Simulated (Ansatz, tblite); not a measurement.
Removing and adding an electron: `Sc1cnc(-c2cnc(-c3cnc(-c4cnc(-c5cnc(-c6cnc(S)s6)s5)s4)s3)s2)s1`. The state is a singlet with charge 0. Geometry: PBE-D4/def2-SVP. Ansatz, gas phase; energy differences of separate SCF runs; the oxidised species was run as a doublet alone; the reduced species was run as a doublet alone.

The xTB rows come from tblite. Single mean-field runs in def2-SVP are fitted with def2-universal-jkfit.

```json
{"level": "GFN1-xTB", "−HOMO (eV)": "10.49", "vertical IE (eV)": "11.91", "−LUMO (eV)": "9.09", "vertical EA (eV)": "7.61", "HOMO–LUMO gap (eV)": "1.40", "IE − EA (eV)": "4.30"}
{"level": "PBE-D4/def2-SVP", "−HOMO (eV)": "5.01", "vertical IE (eV)": "6.36", "−LUMO (eV)": "3.46", "vertical EA (eV)": "2.11", "HOMO–LUMO gap (eV)": "1.54", "IE − EA (eV)": "4.24"}
```

Task: Estimate the rows for GFN2-xTB, PBE0-D4/def2-SVP.

Result: 
| level | −HOMO (eV) | vertical IE (eV) | −LUMO (eV) | vertical EA (eV) | HOMO–LUMO gap (eV) | IE − EA (eV) |
| --- | --- | --- | --- | --- | --- | --- |
| GFN2-xTB | 10.37 | 11.66 | 8.96 | 7.60 | 1.41 | 4.06 |
| PBE0-D4/def2-SVP | 5.84 | 6.80 | 3.02 | 2.09 | 2.82 | 4.71 |

 Raw xTB energy differences between charge states are shifted by several eV; the methods need an empirical correction for them. Sets without diffuse functions give affinities that are too small.
